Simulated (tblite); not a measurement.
Species: C7H12FOP.
Atom-mapped SMILES: `[CH3:1][O:2][CH2:3][CH2:4][P:5]1[CH:6]=[C:7]([F:8])[CH2:9][CH2:10]1` (hydrogens: H11, H12, H13 on C1; H14, H15 on C3; H16, H17 on C4; H18 on C6; H19, H20 on C9; H21, H22 on C10)

Geometry (GFN2-xTB, Å), atoms numbered from 1 in this order:
```xyz
22
C7H12FOP angstrom
C      3.1453    1.0008    0.1597
O      1.8419    0.4867    0.2196
C      1.7727   -0.8767    0.5735
C      0.3221   -1.2775    0.3565
P     -0.2530   -0.2822   -1.1305
C     -1.8857   -1.0873   -1.2780
C     -2.8386   -0.4280   -0.6403
F     -4.1309   -0.8179   -0.6101
C     -2.4958    0.8142    0.1152
C     -1.0613    1.1773   -0.2747
H      3.6323    0.9584    1.1418
H      3.0582    2.0378   -0.1576
H      3.7576    0.4484   -0.5629
H      2.0978   -1.0231    1.6150
H      2.4362   -1.4635   -0.0786
H     -0.2949   -1.0366    1.2232
H      0.2350   -2.3431    0.1440
H     -2.0474   -1.9836   -1.8515
H     -2.5922    0.6210    1.1880
H     -3.1991    1.6126   -0.1324
H     -0.4522    1.4835    0.5732
H     -1.0583    1.9982   -0.9950
```

Computed with GFN2-xTB (tblite): harmonic, unscaled wavenumbers at the GFN2-xTB geometry, gas phase. This tight-binding method is rough: wavenumbers can miss measured ones by several per cent, in bad cases by 10 to 20. One conformer, not necessarily the lowest.

Harmonic wavenumbers (cm⁻¹): 52.3, 66.3, 79.9, 95.3, 111.9, 163.9, 218.7, 235.1, 299.3, 333.6, 362.1, 434.4, 463.5, 508.2, 528.7, 676.7, 711.1, 747.8, 773.9, 794.4, 812.4, 903.2, 935.8, 960.5, 980.3, 1049.1, 1056.9, 1087.8, 1106.6, 1120.7, 1128.9, 1135.3, 1159.7, 1177.2, 1198.6, 1203.6, 1234.7, 1240.6, 1304.6, 1337.6, 1405.6, 1429.2, 1445.4, 1467.5, 1471.9, 1485.7, 1493.9, 1682.2, 2846.8, 2881.3, 2902.9, 2925.0, 2938.0, 2964.3, 2968.6, 2976.4, 2985.3, 3013.4, 3033.0, 3115.1.

A = 2936, B = 580.2, C = 542.0 MHz; mass 162.061 u (most abundant isotopes); point group C1, symmetry number 1.

Q: Zero-point energy?

A: Half the sum of the wavenumbers: 38611 cm⁻¹ = 461.89 kJ/mol.

Q: What is S at 298.15 K and 1 bar for an ideal gas of classical rigid rotors and harmonic oscillators?

A: Translation 172.31, rotation 126.49, vibration 148.21: S = 447.0 J/(mol K).

Q: And Cp and H(298.15 K) − H(0)?

A: Cp = 182.13 J/(mol K), of which vibrations give 148.87 (their classical limit is 60 R = 498.9); H(298.15 K) − H(0) = 32.79 kJ/mol without the zero-point energy, 22.87 from vibrations.

Q: What must be added to the electronic energy to get the Gibbs energy at 298.15 K and 1 bar?

A: ZPE + [H(298.15 K) − H(0)] − T·S = 461.89 + 32.79 − 133.28 = 361.40 kJ/mol.

Q: Blend soft modes into free rotors: weight 1/[1 + (100 cm⁻¹/ν̃)⁴] for the oscillator and the rest for a rotor with moment μB/(μ + B), μ = h/(8π²ν), B = 10⁻⁴⁴ kg m². What vibrational entropy results?

A: 135.25 J/(mol K) in place of 148.21, which changes −T·S at 298.15 K by +3.86 kJ/mol.

Q: Which modes carry the vibrational entropy at 298.15 K?

A: 52.3 cm⁻¹: 19.78; 66.3 cm⁻¹: 17.83; 79.9 cm⁻¹: 16.29; 95.3 cm⁻¹: 14.85; 111.9 cm⁻¹: 13.54; 163.9 cm⁻¹: 10.48 J/(mol K); the other 54 give 55.45 together.

Hindered rotation and anharmonicity are outside this model. Other conformers, if any are populated, would add a mixing term that is left out. The structure is chiral; the term R ln 2 for an equal mix with its mirror image is left out.
